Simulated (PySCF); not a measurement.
## Levels along the 19-electron series

One electron added to the closed shell [Ar]: EOM-EA-CCSD calculated with PySCF 2.14, two-component X2C-1e with screened spin-orbit coupling, each ion in its own even-tempered basis, [Ne] frozen, the virtual space cut to natural spinors and corrected at second order; no Breit or QED terms. Binding energy of 3d3/2 and energies of the other levels above it, in eV.

```
    ion  3d3/2 binding  3d5/2 − 3d3/2  NIST ionisation energy
 Ni(9+)         222.98          0.397         224.7 ± 0.5 (s)
Cu(10+)         264.24          0.507           265.33 ± 0.25
Zn(11+)         308.56          0.636           310.8 ± 1 (s)
Ga(12+)         356.02          0.788             356 ± 3 (t)
Ge(13+)         406.57          0.963             407 ± 3 (t)
As(14+)         460.19          1.165             460 ± 3 (t)
Se(15+)         516.84          1.396             517 ± 3 (t)
Br(16+)         576.62          1.658             577 ± 3 (t)
Kr(17+)         639.47          1.954             640 ± 3 (t)
Rb(18+)         705.35          2.288           706 ± 2.2 (t)
```

Each ion has its own basis, which adds noise of up to about 0.1 % of the binding energies along the series.

NIST values marked (s) are semi-empirical, (t) theoretical.
